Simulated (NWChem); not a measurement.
# SnHClF2; SMILES [F][SnH]([F])[Cl]

All runs: NWChem. def2 effective core potentials on Sn; no spin-orbit coupling. Each level has its own optimisation; frequencies are unscaled.

For level LDA (Slater exchange, VWN5)/def2-SVP (core potentials):

```
Item                               Result
---------------------------------  ------
r Cl–Sn (Å)                         2.306
highest harmonic frequency (cm⁻¹)    1925
```

Q: Estimate the same quantities for level BLYP/def2-SVP (core potentials).

A: 
| Property | Result |
|---|---|
| r Cl–Sn (Å) | 2.359 |
| highest harmonic frequency (cm⁻¹) | 1874 |
